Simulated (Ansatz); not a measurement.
Basis-set extrapolation for `BC1(B)C[SiH2]1` (PBE0-D4/def2-TZVP geometry, frozen core, Ansatz). Multiplicity 1, RHF reference.

```json
{"": "HF", "def2-TZVPP": "-418.688707", "def2-QZVPP": "-418.703884"}
{"": "MP2 correlation", "def2-TZVPP": "-0.668745", "def2-QZVPP": "-0.710838"}
{"": "CCSD(T) correlation", "def2-TZVPP": "-0.754511", "def2-QZVPP": "not run"}
```

Energies in hartree. Use E(X) = E(∞) + A·exp(−7.88·√X) for Hartree–Fock and E(X) = E(∞) + B·X^(−2.97) for correlation, with X = 3 and 4, and add CCSD(T) minus MP2 of the smaller set to the MP2 limit.

**Question.** What is the CCSD(T) energy at the basis-set limit?

**Answer.** HF limit: -418.703884 + (-0.015177) × 0.13774 = -418.70597. MP2 limit: -0.710838 + (-0.042093) × 0.74074 = -0.74202. Higher-order term: -0.754511 − (-0.668745) = -0.08577. Total: -419.53376 hartree, 237.7 kJ/mol below CCSD(T)/def2-TZVPP.
